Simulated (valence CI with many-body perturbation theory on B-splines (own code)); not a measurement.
## Missing levels of Ho⁵³⁺

Computed by configuration interaction combined with many-body perturbation theory (CI+MBPT): four valence electrons over a frozen Dirac-Fock core [Ne], radial functions for each j: 11 s, 11 p, 9 d, 7 f, 5 g, 2 h, 1 i, with the one-electron correlation potential Σ1 (screened to all orders), the two-electron term Σ2, the three-electron term Σ3, Breit, model QED; selected single and double excitations, second order for the rest (own B-spline code, finite nucleus).

No measured spectrum was set against this ion. As an estimate, large intervals hold to a few tenths of a per cent, small ones and those within an open d or f shell to about a per cent.

| Level | E (eV) |
| --- | --- |
| (3s^2 3p1/2^2) J=0 | 0.00 |
| (3s^2 3p1/2 3p3/2) J=1 | 213.95 |
| (3s^2 3p1/2 3p3/2) J=2 | ? |
| (3s 3p1/2^2 3p3/2) J=2 | ? |
| (3s 3p1/2^2 3p3/2) J=1 | 382.76 |
| (3s^2 3p1/2 3d3/2) J=2 | 408.14 |
| (3s^2 3p3/2^2) J=2 | 442.43 |
| (3s^2 3p1/2 3d3/2) J=1 | 445.36 |
| (3s^2 3p3/2^2) J=0 | 460.50 |
| (3s^2 3p1/2 3d5/2) J=2 | 475.22 |
| (3s^2 3p1/2 3d5/2) J=3 | ? |
| (3s 3p1/2^2 3d3/2) J=1 | 555.18 |
| (3s 3p1/2^2 3d3/2) J=2 | ? |
| (3s 3p1/2 3p3/2^2) J=2 [a] | 566.26 |
| (3s 3p1/2 3p3/2^2) J=3 | ? |
| (3s 3p1/2 3p3/2^2) J=0 | 592.07 |
| (3s 3p1/2 3p3/2^2) J=1 [a] | 604.40 |
| (3s 3p1/2 3p3/2^2) J=2 [b] | 605.42 |
| (3s 3p1/2 3p3/2^2) J=1 [b] | 614.87 |
| (3s 3p1/2^2 3d5/2) J=3 | ? |

Levels are named by their leading jj configuration (3d3/2^4 stands for four electrons in 3d with j = 3/2), which in mixed levels can hold well under half, so a name can repeat and another be missing. Letters in brackets count levels of one name in rising energy.

The levels stand in rising order. What does the calculation give for the missing energies?

(3s^2 3p1/2 3p3/2) J=2 222.30; (3s 3p1/2^2 3p3/2) J=2 357.55; (3s^2 3p1/2 3d5/2) J=3 476.07; (3s 3p1/2^2 3d3/2) J=2 561.38; (3s 3p1/2 3p3/2^2) J=3 581.44; (3s 3p1/2^2 3d5/2) J=3 618.21.
